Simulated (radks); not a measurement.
The numbers below are computed, except where a source is named.
Problem. The mean radii <r> (bohr) of the occupied orbitals of an atom or ion are listed with their occupations. Code: a radial shooting solver on a logarithmic mesh with Libxc functionals. Model: Dirac Kohn-Sham, BLYP, spin-unpolarised, spherical densities, finite nucleus; Fermi nuclear charge, rms radius of each element as measured or else 0.836 A^(1/3) + 0.57 fm.

| orbital | occ. | <r> |
|---|---|---|
| 1s1/2 | 2 | 0.02151 |
| 2s1/2 | 2 | 0.09092 |
| 2p1/2 | 2 | 0.07586 |
| 2p3/2 | 4 | 0.08279 |
| 3s1/2 | 2 | 0.2372 |
| 3p1/2 | 2 | 0.2267 |
| 3p3/2 | 4 | 0.2394 |
| 3d3/2 | 4 | 0.2114 |
| 3d5/2 | 6 | 0.2153 |
| 4s1/2 | 2 | 0.4978 |
| 4p1/2 | 2 | 0.4990 |
| 4p3/2 | 4 | 0.5193 |
| 4d3/2 | 2 | 0.5167 |

Name the element and its charge. Open shells, if any, fill j = l - 1/2 first.

Solution. Z = 65, terbium, charge +27: Tb27+ in [Kr] 4d2. The 1s radius gives Z: for a bare nucleus <r> = (2 gamma + 1)/(2Z) with gamma = sqrt(1 - (Z/c)^2), 0.02124 bohr for Z = 65, and screening makes it slightly larger (0.02151 here). The occupations add up to 38, and the charge is Z minus that.
